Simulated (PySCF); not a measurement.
## ZrO(OH)₂: fields on a plane

All numbers come from PBE0 in PySCF with Zr def2-SVP with ECP28, O def2-SVP, H def2-SVP; scalar-relativistic core potentials, no spin–orbit coupling; density-fitted integrals.

The singlet minimum has O–H 0.959 Å (×2), Zr–O 1.751 Å, Zr–O 1.964 Å (×2); H–O–Zr 142.0° (×2), O–Zr–O 113.8° (×2), O–Zr–O 118.7°.

The plane holds Zr1 at (0.00, 0.00), O2 at (1.75, 0.00), O3 at (-0.79, 1.80), H5 at (-0.56, 2.73) Å. Columns run from x = -2.85 to 4.05 Å, rows from y = 4.95 (top) to -1.95 Å, in steps of 0.3 Å. Other isomers or separated fragments may lie lower. Core electrons replaced by a potential are absent, the electrostatic potential uses the reduced nuclear charge, and values within about 0.7 Å of such atoms have no physical meaning.

Give the electron density (e/Å³) (cut at 5 e/Å³). Lower edges of the bins (e/Å³): '_' 0.000, '.' 0.030, ':' 0.076, '-' 0.151, '=' 0.268, '+' 0.455, '*' 0.750, '#' 1.218, '%' 1.960, '@' 3.136; top 5.00, each point printed twice.


```
________________________________________________
________________________________________________
________________________________________________
________________________________________________
________________________________________________
____________........____________________________
__________..::====::..__________________________
________..--==****==::..________________________
______..::==**%%##++--..________________________
______::==**%%@@%%**--..________________________
____..::++%%@@@@@@##==::..______________________
____..::++%%@@@@@@##==::....____________________
____..::==**%%@@%%**==::::..........____________
______..--==******++++==----------::..__________
________..::==++**####**====++****==--..________
________..::==**@@@@@@%%****%%@@%%##==::________
__________::==%%@@====@@####@@@@@@%%++::..______
__________::==%%@@====@@####@@@@@@%%++::..______
________..::==**@@@@@@@@****%%@@%%##==::________
________..::--==**####**++==++****==--..________
________..::----======------------::..__________
________..::--------::..............____________
________..::::--::::....________________________
__________..::::::....__________________________
```

Give the lowest empty orbital (Å^-3/2) at -2.27 eV (cut at ±0.3; overall sign arbitrary). Every second row and column.


```
 0.00  0.00  0.00  0.00  0.00  0.00  0.00  0.00  0.00  0.00  0.00  0.00
 0.00  0.00  0.00  0.00  0.00  0.00  0.00  0.00  0.00  0.00  0.00  0.00
 0.00  0.00  0.00  0.00  0.00  0.01  0.01  0.00  0.00  0.00  0.00  0.00
 0.01  0.01  0.00  0.00  0.01  0.01  0.01  0.01  0.01  0.00  0.00  0.00
 0.01  0.01  0.00 -0.02 -0.01  0.01  0.02  0.01  0.01  0.00  0.00  0.00
 0.01  0.01 -0.01 -0.06 -0.03  0.01  0.03  0.02  0.01  0.01  0.00  0.00
 0.02  0.02  0.00 -0.05 -0.05  0.00  0.02  0.02  0.01  0.00  0.00  0.00
 0.02  0.03  0.03 -0.03 -0.16 -0.15 -0.02  0.01 -0.04 -0.02 -0.01  0.00
 0.03  0.04  0.04 -0.04 -0.30 -0.08 -0.14  0.01 -0.18 -0.07 -0.01  0.00
 0.03  0.04  0.06  0.02 -0.24 -0.30 -0.14  0.02 -0.05 -0.04 -0.01  0.00
 0.03  0.04  0.06  0.06  0.01 -0.05  0.00  0.03  0.01  0.00  0.00  0.00
 0.03  0.04  0.05  0.07  0.07  0.06  0.04  0.03  0.02  0.01  0.01  0.01
```
